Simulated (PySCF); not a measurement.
`C#Cc1cpco1`, C$_{5}$H$_{3}$OP

Geometry:
| atom | x (Å) | y (Å) | z (Å) |
| --- | --- | --- | --- |
| C1 | 1.930 | -1.850 | 0.844 |
| C2 | 1.085 | -1.036 | 0.590 |
| C3 | 0.104 | -0.070 | 0.292 |
| C4 | 0.260 | 1.291 | 0.316 |
| P5 | -1.237 | 2.104 | -0.128 |
| C6 | -1.929 | 0.548 | -0.303 |
| O7 | -1.124 | -0.486 | -0.054 |
| H8 | 2.670 | -2.559 | 1.067 |
| H9 | 1.182 | 1.778 | 0.573 |
| H10 | -2.933 | 0.286 | -0.589 |

The calculation used PySCF, GIAO B3LYP/pcSseg-1 magnetisability, rotational g tensor and spin-rotation constants, non-relativistic, gas phase. Geometry: GFN2-xTB.

**Question.** Give the nuclear spin-rotation constants along the inertial axes (H = +C I·J) beside the isotropic shieldings.

**Answer.** Rotational constants 7.4783, 1.5062, 1.2537 GHz. A star marks the isotopologue with that one atom substituted, in its own axes.
| atom | isotope | Caa (kHz) | Cbb (kHz) | Ccc (kHz) | mean (kHz) | σ (ppm) |
| --- | --- | --- | --- | --- | --- | --- |
| P5 | 31P | 18.059 | 3.388 | 1.581 | 7.676 | 160.7 |
| H8 | 1H | 0.291 | -0.177 | -0.145 | -0.011 | 28.8 |
| H9 | 1H | -0.669 | 0.169 | -0.147 | -0.216 | 24.1 |
| H10 | 1H | -0.286 | 0.098 | -0.131 | -0.106 | 23.0 |
| C1 | 13C* | 0.930 | 0.449 | 0.425 | 0.602 | 92.1 |
| C2 | 13C* | -0.066 | 0.546 | 0.455 | 0.312 | 104.0 |
| C3 | 13C* | 3.446 | 0.557 | 0.276 | 1.426 | 31.3 |
| C4 | 13C* | 2.686 | 0.780 | 0.182 | 1.216 | 37.7 |
| C6 | 13C* | 4.396 | 0.622 | 0.284 | 1.767 | -9.5 |
| O7 | 17O* | -3.674 | -0.665 | -0.151 | -1.497 | -34.9 |

For the geometry as given, no vibrational averaging.

**Question.** How do the rotational constants and the g tensor change when H8, H9, H10 are replaced by deuterium?

**Answer.** Constants 6.6298, 1.4143, 1.1656 GHz; g -0.0878, -0.0206, 0.0097, against -0.0986, -0.0220, 0.0104 before.
